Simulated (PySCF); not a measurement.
A geometry optimisation on `S[Si](Cl)(Cl)Cl` (Cl3Si(SH)).

Method: PBE0-D3(BJ)/def2-SVP geometry optimisation, gas phase (PySCF 2.14.0). Start geometry: GFN2-xTB. The input is one job of a driver script: a line of settings, then coordinates in Å.

Input:
```
{"job": {"xc": "PBE0", "basis": "def2-SVP", "d3": "d3bj", "grid": 1, "kind": "geom"}, "charge": 0, "multiplicity": 1}
S      1.447430    -0.552580    -0.840430
Si    -0.468580     0.000800    -0.010640
Cl    -0.566120     2.006190     0.212910
Cl    -1.872510    -0.640240    -1.291320
Cl    -0.718120    -0.858190     1.800150
H      2.184160     0.048000     0.086180
```

Question: Estimate the output.

Answer: 
```
step   0  E = -2067.71753546  max force = 0.027759
step   1  E = -2067.71963964  max force = 0.010303
step   2  E = -2067.71989157  max force = 0.000652
step   3  E = -2067.71990065  max force = 0.000389
optimisation converged
```

Energies in Eh; «max force» is the largest Cartesian gradient component in Eh/bohr.

Question: How much energy does the optimisation release, in eV?

Answer: E(step 0) − E(last step) = 0.002365 Eh, which is 0.064 eV.

Summary of the converged run: final energy -2067.71990 Eh after 3 steps; dipole 1.28 D.

Time: 15 s of wall time. Hardware: x86-64 server, one thread, shared host.
Labels such as C1 count atoms from 1, the log's own numbers from 0.
